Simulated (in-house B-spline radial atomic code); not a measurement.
# Ionising B⁴⁺ with different functionals

Computed with a B-spline radial code for spherical atoms: scalar-relativistic (spin-free X2C) Hamiltonian, Fermi nucleus of rms radius 2.406 fm, spin-polarised at highest spin, spherical fractional occupations for the functionals. The ionisation energy is the difference of two self-consistent energies, 1s1 → bare nucleus, without Breit or QED terms; ε is the level of the shell that loses the electron (its least bound occupied spin orbital).

```tsv
method	rung	ΔSCF (eV)	-ε(1s) (eV)
PW91	GGA	?	?
BP86	GGA	339.79	308.75
OLYP	GGA	?	?
SCAN	meta-GGA	340.26	312.14
revTPSS	meta-GGA	340.26	311.34
```

Q: What does OLYP give?

A: ΔSCF 340.01 eV, and -ε(1s) = 308.76 eV.

Q: What does PW91 give?

A: ΔSCF 339.74 eV, and -ε(1s) = 308.97 eV.

Q: Among the functionals, which spreads more, the ΔSCF values or the orbital energies?

A: The orbital energies: ΔSCF values span about 0.52 eV and the orbital energies 3.39 eV; here energy differences depend much less on the functional than eigenvalues do.

Q: How do they compare with the NIST value?

A: NIST lists 340.226 eV (tabulated theory, ground level to ground level). Errors run from -0.48 to +0.04 eV; revTPSS is closest (+0.03 eV), but part of that can be cancellation, since the calculations leave out Breit-QED terms.
